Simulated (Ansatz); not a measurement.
`CSB(F)Cl` → `[CH2]` (triplet) + `FB(S)Cl` at 500 K and 1 bar (formal loss of a carbene).

Isolated molecules relaxed with PBE0-D4/def2-TZVP in Ansatz; ΔE leaves out vibrations. CCSD(T)/CBS is the MP2 limit (def2-TZVPP, def2-QZVPP) plus CCSD(T) − MP2 in def2-TZVPP, frozen cores. This one scheme is used for every species. Triplets are unrestricted, without spin–orbit coupling. Each species was taken in one conformer, which may not be the lowest.

```json
{"species": "`CSB(F)Cl`", "CCSD(T)/CBS energy (Eh)": "-1022.12842", "H − E (kJ/mol)": "164.8", "S (J/(mol·K))": "395.7"}
{"species": "`[CH2]` (triplet)", "CCSD(T)/CBS energy (Eh)": "-39.09499", "H − E (kJ/mol)": "62.7", "S (J/(mol·K))": "213.9"}
{"species": "`FB(S)Cl`", "CCSD(T)/CBS energy (Eh)": "-982.86970", "H − E (kJ/mol)": "77.1", "S (J/(mol·K))": "338.8"}
```

H − E and S are ideal-gas, rigid-rotor, harmonic terms from PBE0-D4/def2-TZVP, for one conformer and one mirror image of each species, with the whole ground term of open shells counted as degenerate. 1 Eh = 2625.50 kJ/mol, R = 8.31446 J/(mol·K).

Problem. By hand: ΔE, ΔH, ΔS and ΔG.

Solution. ΔE = (-39.09499) + (-982.86970) − (-1022.12842) = 0.16373 Eh = 429.9 kJ/mol. Δ(H − E) = 62.7 + 77.1 − 164.8 = -25.0, so ΔH = 404.9 kJ/mol. ΔS = 213.9 + 338.8 − 395.7 = 157.0 J/(mol·K). ΔG = 404.9 − 500 × (157.0)/1000 = 326.4 kJ/mol.

Problem. By hand: the equilibrium constant, and the temperature at which ΔG would vanish if ΔH and ΔS stayed fixed.

Solution. log₁₀ K = −ΔG/(RT ln 10) = -34.1. ΔG = 0 at ΔH/ΔS = 2579 K, far beyond where these terms or the molecules hold.

The number of gas molecules changes by +1, which sets the sign of ΔS. A doubt of 5 kJ/mol in ΔE shifts log₁₀ K by 0.5 here. Other conformers and mirror images would add mixing entropy, several J/(mol·K) or more a flexible species. A triplet takes part, so the spin changes. These are equilibria of isolated gas molecules and say nothing of rates. Largest T1 diagnostic: 0.012 (customary marks: 0.02 for closed shells, 0.045 for open ones).
